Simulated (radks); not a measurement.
Values are calculated unless marked as measured or tabulated.
Q: Nd+, configuration [Xe] 4f4 7s1 (not the ground configuration). Level of theory: Dirac Kohn-Sham, BP86, spin-unpolarised, spherical densities, finite nucleus; open shells fill j = l - 1/2 first; Fermi nuclear charge, rms radius 4.9123 fm (a radial shooting solver on a logarithmic mesh with Libxc functionals).

Spin-orbit splittings of the eigenvalues, e(l+1/2) - e(l-1/2), with zeta = 2 splitting/(2l+1) and mean radii in bohr:

shell  occ.  splitting (eV)  zeta (eV)  <r> j=l-1/2  <r> j=l+1/2
2p        6           520.3      346.9      0.08421      0.09062
3p        6           103.8      69.23       0.2556       0.2681
3d       10           22.45      8.978       0.2394       0.2433
4p        6           22.51      15.01       0.6239       0.6521
4d       10           3.973      1.589       0.7018       0.7119
4f        4          0.4066     0.1162        1.081        1.097
5p        6               ?          ?        1.658        1.744

Estimate the 5p splitting.

A: 3.049 eV (zeta = 2.033 eV).
